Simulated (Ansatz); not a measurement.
Molecule: N-difluoroboranylpropan-2-amine, C₃H₈BF₂N (charge 0, singlet). 
Geometry from a B3LYP-D3(BJ)/def2-TZVP (Ansatz, a quantum-chemistry and plane-wave program) optimisation:
SMILES: CC(C)NB(F)F
```xyz
15

C     -1.9110    -1.3084     0.2809
C     -1.1738    -0.0060    -0.0240
C     -1.9287     1.2093     0.5105
N      0.1877    -0.0450     0.5074
B      1.3705     0.0298    -0.2211
F      1.3718     0.1513    -1.5533
F      2.5612    -0.0174     0.3877
H     -2.0053    -1.4534     1.3607
H     -2.9167    -1.2941    -0.1428
H     -1.3735    -2.1629    -0.1311
H     -1.0756     0.0934    -1.1062
H     -2.9346     1.2579     0.0899
H     -2.0235     1.1553     1.5986
H     -1.4036     2.1316     0.2606
H      0.2500    -0.1360     1.5104
```
Charge 0, spin multiplicity 1.

Dipole moments at this geometry, in debye (magnitudes).

```
level                 program  dipole (D)
--------------------  -------  ----------
SVWN5/def2-TZVPD       Ansatz        2.99
BLYP/def2-TZVPD        Ansatz        2.90
revPBE/def2-TZVPD      Ansatz        2.86
B97M-V/def2-TZVPD      Ansatz        2.83
BHLYP/def2-TZVPD       Ansatz        3.00
r2SCAN0/def2-TZVPD     Ansatz        2.95
CAM-B3LYP/def2-TZVPD   Ansatz  (withheld)
LC-wPBE/def2-TZVPD     Ansatz        2.96
CCSD(T)/aug-cc-pVDZ    Ansatz  (withheld)
```

Q: Complete the blanks.

A: 
- CAM-B3LYP/def2-TZVPD, dipole (D): 2.98
- CCSD(T)/aug-cc-pVDZ, dipole (D): 2.93
